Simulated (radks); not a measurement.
The numbers below are computed, except where a source is named.
Correlation energies from several functionals, in hartree. Species: Eu56+ [He] 2s2 2p3; Bi4+ [Xe] 4f14 5d10 6s1. Level of theory: non-relativistic Kohn-Sham, PBE, spin-polarised, spherical densities, point nucleus (a radial shooting solver on a logarithmic mesh with Libxc functionals). Every spin shell is full or empty, so the densities are truly spherical. Functionals are evaluated on that one density, not self-consistently.

functional     Eu56+     Bi4+
PW92        -0.88716  -8.4690
VWN5        -0.88943  -8.5036
Wigner      -0.30102  -4.2921
Chachiyo    -0.86354  -8.3800
PBE         -0.22923  -4.9813
PBEsol      -0.28535  -5.5682
AM05        -0.79605  -7.9916
OP (B88)    -0.29824  -4.3045
revTPSS     -0.23927  -5.0148
r2SCAN      -0.24353  -5.0075
